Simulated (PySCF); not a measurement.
C7H8F2.
SMILES with atom numbers: `[CH3:1][C@:2]1([F:3])[CH:4]=[CH:5][C:6]([F:7])=[CH:8][CH2:9]1` (hydrogens: H10, H11, H12 on C1; H13 on C4; H14 on C5; H15 on C8; H16, H17 on C9)

Computed, not measured: PySCF, TDDFT CAM-B3LYP/def2-SVPD, vertical, gas phase, core orbitals frozen in the response. One conformer (not necessarily the lowest) at the GFN2-xTB geometry, without solvent, vibrations or thermal averaging.

Frontier orbitals with the atoms that hold most of them (Löwdin shares over 4%, at most four atoms; ? is withheld):

```json
{"orbital": "HOMO-3", "ε (eV)": "-11.28", "atoms": "F3 35%, C1 17%, C2 15%, C9 9%"}
{"orbital": "HOMO-2", "ε (eV)": "-10.81", "atoms": "C2 17%, C4 16%, F3 14%, C5 9%"}
{"orbital": "HOMO-1", "ε (eV)": "-10.53", "atoms": "C5 24%, C4 15%, C6 15%, F7 12%"}
{"orbital": "HOMO", "ε (eV)": "-8.02", "atoms": "?"}
{"orbital": "LUMO", "ε (eV)": "?", "atoms": "?"}
{"orbital": "LUMO+1", "ε (eV)": "1.32", "atoms": "C1 13%, C8 10%, C9 9%, H16 8%"}
{"orbital": "LUMO+2", "ε (eV)": "1.93", "atoms": "C5 18%, H14 14%, H16 10%, F7 9%"}
```

**Question.** Give the leading atoms of the HOMO.

**Answer.** C8 (bonded to 2 C and H) 26%; C6 (bonded to 2 C and F) 18%; C4 (bonded to 2 C and H) 17%; C5 (bonded to 2 C and H) 12%.

**Question.** Give the leading atoms of the LUMO.

**Answer.** C4 (bonded to 2 C and H) 24%; C5 (bonded to 2 C and H) 19%; C8 (bonded to 2 C and H) 17%; C6 (bonded to 2 C and F) 15%.

**Question.** What is the LUMO energy, and the HOMO–LUMO gap?

**Answer.** ε(LUMO) = -0.20 eV; the gap is 7.81 eV (0.2872 hartree).

**Question.** The HOMO–LUMO gap is 7.81 eV. Where does the response calculation put the lowest singlet, and from which orbitals?

**Answer.** S1 is at 4.85 eV (f = 0.114), 2.96 eV below the gap, made of HOMO→LUMO (98%). Without the coupling terms of the response equations the lowest excitation would equal the gap.

**Question.** Give energy, strength and leading configuration of S1 and S2, and follow the Löwdin shares of the leading atoms from the occupied to the empty orbital.

**Answer.** 
- S1 (4.85 eV, f 0.114), HOMO→LUMO (98%): C8 26% → 17%, C6 18% → 15%, C4 17% → 24%, C5 12% → 19%
- S2 (6.53 eV, f 0.0025), HOMO→LUMO+1 (89%): C8 26% → 10%, C6 18% → at most 9%, C1 at most 13% → 13%

Löwdin shares depend on the basis, the more so with diffuse functions.
